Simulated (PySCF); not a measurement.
An EPR job on `C[C+]=[C]C/C(=N\[H])C` [radical].

Computed with UKS B3LYP, pcH-1 on C H N, non-relativistic, mean-field spin-orbit, GIAO (PySCF 2.14.0). Geometry: GFN2-xTB. A driver script takes a list of jobs; this job's settings line and coordinates (Å) are shown.

Command:
```bash
OMP_NUM_THREADS=1 python probes_run.py task.json out
```

Input:
```
{"job": {"kind": "epr", "basis": "pcH-1"}, "charge": 1, "multiplicity": 2}
C      3.012675    -0.209401     1.096743
C      1.795534    -0.021224     0.391782
C      0.774794     0.177157    -0.240311
C     -0.432640     0.369078    -0.964538
C     -1.606814    -0.275363    -0.148644
C     -2.042267     0.509831     1.024198
N     -2.113999    -1.343097    -0.486733
H      3.330075    -1.251928     1.043889
H      2.914763     0.114106     2.133706
H      3.797986     0.396524     0.632542
H     -0.375198    -0.092812    -1.952442
H     -0.678303     1.430729    -1.050676
H     -2.690793    -0.091270     1.656616
H     -1.186426     0.865719     1.594494
H     -2.603114     1.382338     0.686089
H     -1.903873    -1.951442    -1.262148
```

Question: What does the run print?

Answer: 
```
UKS, coarse grid
  cycle   1  E = -288.40356512  |g| = 2.99e-01
  cycle   2  E = -288.37192096  |g| = 3.91e-01
  cycle   3  E = -288.43974813  |g| = 1.14e-01
  cycle   4  E = -288.44441924  |g| = 6.45e-02
  cycle   5  E = -288.44563906  |g| = 4.87e-02
  cycle   6  E = -288.44681282  |g| = 9.92e-03
  cycle   7  E = -288.44684907  |g| = 7.73e-03
  cycle   8  E = -288.44688296  |g| = 2.85e-03
  cycle   9  E = -288.44689043  |g| = 1.32e-03
  cycle  10  E = -288.44689227  |g| = 3.35e-04
UKS, final grid
  cycle   1  E = -288.44686808  |g| = 4.48e-04
  cycle   2  E = -288.44686714  |g| = 1.40e-03
  cycle   3  E = -288.44686822  |g| = 1.83e-04
  cycle   4  E = -288.44686824  |g| = 8.39e-05
  cycle   5  E = -288.44686825  |g| = 8.30e-05
  cycle   6  E = -288.44686825  |g| = 1.70e-05
E = -288.44686825 Eh   <S^2> = 0.7570 (exact 0.7500)
g shifts (ppm)      1          2          3
  rmc          -195       -195       -195
  gc              5         25        -10
  oz_so         -28        645       4827
  total        -219        475       4622
hyperfine (MHz)  atom isotope    a_iso     a_fc   dipolar eigenvalues
    0   13C      -9.59      -9.59     -2.47     -1.26      3.73
    1   13C      10.71      10.71    -21.12    -20.50     41.62
    2   13C     -11.20     -11.20    -14.69     -8.34     23.02
    3   13C      28.09      28.09    -13.53    -12.84     26.37
    4   13C     -48.66     -48.66    -18.34     -4.96     23.30
    5   13C      19.57      19.57     -5.89     -5.13     11.02
    6   14N      71.54      71.54    -24.17    -19.06     43.24
    7    1H      22.19      22.19     -2.27     -1.06      3.33
    8    1H      14.90      14.90     -2.07     -1.14      3.21
    9    1H      73.67      73.67     -3.00     -1.56      4.56
   10    1H      -8.56      -8.56     -6.19     -0.47      6.67
   11    1H      50.10      50.10     -5.42     -2.45      7.87
   12    1H      -0.50      -0.50     -4.63     -0.50      5.13
   13    1H      -3.88      -3.88     -3.78      0.67      3.11
   14    1H      -7.92      -7.92     -2.67     -1.70      4.37
   15    1H      62.11      62.11    -24.45    -11.37     35.82
```

rmc, gc and oz_so are the mass-correction, gauge-correction and orbital-Zeeman/spin–orbit parts of the g shift along its three principal axes; a_iso is the isotropic hyperfine coupling and a_fc its Fermi-contact part. The program numbers atoms from 0.

Question: How far is ⟨S²⟩ from the pure-spin value?

Answer: S = 0.5 gives S(S+1) = 0.75; the run has 0.7570, 0.0070 more.

Question: Get g_iso from the total shifts.

Answer: Their mean is 1626 ppm; added to g_e = 2.002319 it gives 2.00395.

Summary of the converged run: ⟨S²⟩ 0.757; g_iso 2.0039.

Isolated species at its GFN2-xTB geometry (one conformer only).

Question: How long does this job take on Arm Neoverse V1, one thread, shared host with 32 logical CPUs at a one-minute load of 21? And the peak memory of the process?

Answer: About 57 s (density and orbital grids were written too), with 0.96 GiB resident at the peak, the Python interpreter and its libraries included.
Labels such as C1 count atoms from 1, the log's own numbers from 0.
